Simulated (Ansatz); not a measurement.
A nudged elastic band was laid between two geometries of C2H8AlN + ClH (14 atoms, charge 0, multiplicity 1).

All numbers below come from RKS PBE0/6-31G* in Ansatz 0.2.0.

- movable images: 7
- climbing image: yes
- spring: 5.0 eV/Å²
- optimiser: quadratic models (default)
- start path: through a guess of the saddle point
- force threshold: 0.03 eV/Å
- iteration limit: 54
- end points: relaxed

Image 0:

```xyz
14
Properties=species:S:1:pos:R:3
Al -0.132 0.409 -0.082
C 1.684 0.067 0.613
C -0.731 -0.093 -1.884
N -1.182 1.479 0.894
H 0.460 -2.442 1.562
Cl -0.691 -2.473 0.990
H 1.716 0.002 1.709
H 2.365 0.882 0.334
H 2.124 -0.853 0.205
H -0.531 -1.150 -2.100
H -0.207 0.493 -2.652
H -1.805 0.075 -2.030
H -2.116 1.762 0.632
H -0.955 1.841 1.810
```

Image 8:

```xyz
14
Properties=species:S:1:pos:R:3
Al -1.260 -0.070 0.072
C 2.025 -0.478 0.746
C -0.748 -0.269 -1.795
N -1.428 1.483 0.911
H 1.416 -1.368 0.934
Cl -1.784 -1.771 1.231
H 2.951 -0.558 1.321
H 1.489 0.423 1.066
H 2.262 -0.410 -0.319
H -0.004 -1.064 -1.917
H -0.328 0.655 -2.207
H -1.615 -0.543 -2.409
H -1.240 2.386 0.497
H -1.735 1.584 1.868
```

(1) Which bonds break or form, and what moves?

(2) Give the energies along the band, and the barrier.

(3) What is the geometry of the highest image?

(4) What are the harmonic wavenumbers there?

Answers

(1) Bonds broken: Al1–C2, H5–Cl6. Bonds formed: Al1–Cl6, C2–H5. C2H8AlN + ClH becomes CH4 + CH5AlClN.

(2) It converged. The highest image is number 2 of 0 to 8, 22.7 kJ/mol above the first end and 217.2 kJ/mol above the last; the last end lies 194.5 kJ/mol below the first. A vibrational analysis at the climbing image gives one clearly imaginary mode, 494i cm⁻¹: a first-order saddle point. The orbitals stay closed-shell, which can raise the energy where a bond breaks towards radicals; this wasn't checked here.

```json
{"image": "0", "path coordinate (Å)": "0.00", "energy (kJ/mol)": "0.0", "Al1–C2 (Å)": "1.97", "H5–Cl6 (Å)": "1.29", "Al1–Cl6 (Å)": "3.12"}
{"image": "1", "path coordinate (Å)": "0.79", "energy (kJ/mol)": "5.2", "Al1–C2 (Å)": "1.98", "H5–Cl6 (Å)": "1.29", "Al1–Cl6 (Å)": "3.01"}
{"image": "2", "path coordinate (Å)": "1.57", "energy (kJ/mol)": "22.7", "Al1–C2 (Å)": "2.05", "H5–Cl6 (Å)": "1.42", "Al1–Cl6 (Å)": "2.62"}
{"image": "3", "path coordinate (Å)": "2.25", "energy (kJ/mol)": "-89.2", "Al1–C2 (Å)": "2.31", "H5–Cl6 (Å)": "1.96", "Al1–Cl6 (Å)": "2.30"}
{"image": "4", "path coordinate (Å)": "2.93", "energy (kJ/mol)": "-159.9", "Al1–C2 (Å)": "2.70", "H5–Cl6 (Å)": "2.39", "Al1–Cl6 (Å)": "2.16"}
{"image": "5", "path coordinate (Å)": "3.61", "energy (kJ/mol)": "-181.4", "Al1–C2 (Å)": "3.02", "H5–Cl6 (Å)": "2.64", "Al1–Cl6 (Å)": "2.13"}
{"image": "6", "path coordinate (Å)": "4.29", "energy (kJ/mol)": "-191.7", "Al1–C2 (Å)": "3.30", "H5–Cl6 (Å)": "2.94", "Al1–Cl6 (Å)": "2.12"}
{"image": "7", "path coordinate (Å)": "4.97", "energy (kJ/mol)": "-193.8", "Al1–C2 (Å)": "3.40", "H5–Cl6 (Å)": "3.15", "Al1–Cl6 (Å)": "2.12"}
{"image": "8", "path coordinate (Å)": "5.65", "energy (kJ/mol)": "-194.5", "Al1–C2 (Å)": "3.38", "H5–Cl6 (Å)": "3.24", "Al1–Cl6 (Å)": "2.12"}
```

(3) 
```xyz
14
Properties=species:S:1:pos:R:3:forces:R:3
Al -0.307 0.166 0.008 0.00 0.00 -0.01
C 1.584 -0.207 0.695 0.00 0.01 -0.01
C -0.679 -0.188 -1.876 0.00 -0.01 0.00
N -1.119 1.446 0.949 0.02 0.00 0.02
H 0.444 -1.377 1.017 -0.03 -0.01 0.00
Cl -0.724 -2.182 1.092 0.02 0.00 0.00
H 1.851 -0.285 1.756 -0.01 0.00 0.01
H 1.922 0.803 0.405 0.01 0.00 -0.01
H 2.210 -0.902 0.124 -0.01 0.00 0.00
H -0.296 -1.166 -2.189 0.00 0.01 0.00
H -0.218 0.569 -2.522 0.00 0.00 0.00
H -1.756 -0.179 -2.084 0.00 0.00 0.00
H -2.038 1.803 0.728 0.00 0.00 -0.01
H -0.874 1.699 1.897 0.00 0.00 0.00
```

(4) 494i, 38, 63, 98, 138, 162, 177, 240, 294, 367, 433, 507, 518, 616, 648, 712, 752, 807, 884, 903, 1276, 1304, 1481, 1485, 1487, 1492, 1616, 1632, 3023, 3064, 3115, 3145, 3154, 3165, 3611, 3705 cm⁻¹.

The run took 4.1 min on 2 threads of Arm Neoverse V2, with other jobs on the host, peak memory 0.22 GiB.
